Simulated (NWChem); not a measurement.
System: BeSiH₄S; SMILES [Be]([SiH3])[SH]

```xyz
7

Be    -0.0399     0.1597     0.0043
S     -0.0570     2.0746    -0.0002
H      1.2966     2.1330    -0.0005
Si    -0.0154    -2.0168     0.0002
H     -0.9833    -2.5858    -0.9936
H     -0.3673    -2.5950     1.3377
H      1.3404    -2.5489    -0.3611
```
Atoms are numbered in this order, from 1.

All runs use the structure optimised with PBE0/def2-SVP.

Q: List the 4 lowest vertical singlet excitations from CAM-B3LYP/def2-SVPD, TDA (NWChem).

A: 
```
state  energy (eV)  oscillator strength  leading excitation (squared amplitude)
-----  -----------  -------------------  --------------------------------------
S1            5.11                0.000                      HOMO → LUMO (0.95)
S2            5.49                0.042                    HOMO−1 → LUMO (0.92)
S3            5.94                0.020                  HOMO−1 → LUMO+1 (0.88)
S4            6.24                0.146                    HOMO → LUMO+1 (0.86)
```
